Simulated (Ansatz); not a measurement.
Born–Oppenheimer molecular dynamics of Cl2GeH2 (5 atoms, charge 0, multiplicity 1). It starts at the highest image of a converged band. Of that band: A structure lower than the last end lies on the path between it and the top, so the climb from that side starts below the end, which may itself be a saddle point or a shallow side well. Neighbouring images differ by up to 2.8 eV, so the band resolves the path poorly. A vibrational analysis at the climbing image gives one clearly imaginary mode, 1859i cm⁻¹: a first-order saddle point.

Method: RHF/def2-SVP (Ansatz 0.2.0).

```json
{
 "ensemble": "NVE (velocity Verlet)",
 "time step": "0.5 fs",
 "steps asked": "200",
 "starting velocities drawn for": "100 K",
 "seed": "2567"
}
```

First frame:

```xyz
5
Properties=species:S:1:pos:R:3
Ge 0.312 0.000 -0.426
H 0.630 0.000 1.293
H 1.565 0.000 0.463
Cl -0.931 1.759 -0.437
Cl -0.931 -1.759 -0.437
```

Question: How far do the bonds stretch over the last three quarters of this one trajectory? (Pairs bonded in most of those frames.)

Answer: 
| bond | mean (Å) | spread (Å) | shortest | longest |
| --- | --- | --- | --- | --- |
| Ge1–Cl4 | 2.200 | 0.039 | 2.15 | 2.25 |
| Ge1–Cl5 | 2.205 | 0.044 | 2.14 | 2.26 |
| H2–H3 | 0.782 | 0.102 | 0.62 | 0.91 |

Mean temperature of the second half: 6735 K. The conserved energy stayed within 2.8 meV per atom of its start (net change 0.098 meV per atom), so the integration is sound. The system heated up, since it started high on the potential surface and ran downhill. A run of 0.1 ps of so small a system gives no equilibrium averages. The orbitals stay closed-shell, which can raise the energy where a bond breaks towards radicals; this wasn't checked here.

Time of the run: 110 s on 1 thread of AMD EPYC 9B45 (Zen 5), on a shared host, peak memory 0.18 GiB.
